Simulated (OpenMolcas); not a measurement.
Computed levels of 2s2 2p in ions with 5 electrons, in cm-1 above 2P* 1/2.

```yaml
Program: OpenMolcas 26.06
Method: SS-CASPT2, IPEA 0.25 Eh, imaginary shift 0.1 Eh
Basis: ANO-R3
Scalar_Hamiltonian: X2C, finite nucleus
Spin-orbit_coupling: state interaction with AMFI integrals over the reference wave functions, term energies averaged over their components
```

Active space for each ion: 1 electron in 3 orbitals (2p); closed shells correlated by CASPT2: 1s 2s.

| Level | B | C+ | N2+ | O3+ | Ne5+ |
| --- | --- | --- | --- | --- | --- |
| 2P* 3/2 | 14.4 | 61.9 | 173 | 383 | 1301 |

Estimate 2P* 3/2 for F4+ from its neighbours O3+ and Ne5+.

2P* 3/2 is fine structure, which grows about as the fourth power of a screened charge, so the fourth roots are averaged: ((383^0.25 + 1301^0.25) / 2)^4 = 740. The calculation gives 740, so the estimate is off by 0 %; the measured value is 746 (Moore, Atomic Energy Levels, vol. I, NSRDS-NBS 35 (1971 reprint of NBS Circular 467, 1949)).

With one active electron, CASPT2 adds the correlation within the correlated inactive shells and between them and that electron, and leaves the splitting within a term as the reference gives it. Computed and measured levels are paired by configuration, term and J; levels that our copy of the source lacks, or whose pairing is in doubt (as where it misses far off the trend of its configuration), stay unpaired and out of the deviations. Only configurations of the active space appear.

* marks odd parity.
